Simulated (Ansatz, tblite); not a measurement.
Cost and result up the ladder for BiMe2F (C₂H₆BiF) (10 atoms). Charge 0, multiplicity 1. Geometry: PBE0-D4/def2-SVP.

```
atom   x (Å)   y (Å)   z (Å)
 Bi1   1.176  -0.412  -0.661
  C2   0.702   1.299   0.741
  H3   0.339   0.915   1.705
  H4  -0.089   1.879   0.244
  H5   1.586   1.934   0.896
  C6  -0.789  -1.437  -0.209
  H7  -0.840  -2.415  -0.709
  H8  -1.577  -0.779  -0.602
  H9  -0.909  -1.563   0.877
 F10   0.399   0.578  -2.283
```

Ansatz on 4 threads of Intel Xeon on a shared host; xTB runs through tblite on one thread. Times are rough, summed over both states, and most runs start from the orbitals of an earlier one. PBE0-D4/def2-TZVP serves as the yardstick here, not as an exact answer. The other state is a doublet.

In the def2 sets Bi takes a core potential; there is no spin–orbit coupling. The xTB rows come from tblite.

Raw xTB energies of ions are shifted by several eV.

```tsv
level	functions	wall time	vertical IE (eV)	difference from PBE0-D4/def2-TZVP (eV)
GFN2-xTB	22	0.023 s	13.54	4.36
GFN1-xTB	28	0.029 s	14.08	4.90
PBE-D4/def2-TZVP	179	9.3 s	8.99	-0.19
PBE0-D4/def2-TZVP	179	17 s	9.18	0.00
r2SCAN-D4/def2-TZVP (with forces)	179	17 s	9.07	-0.12
```
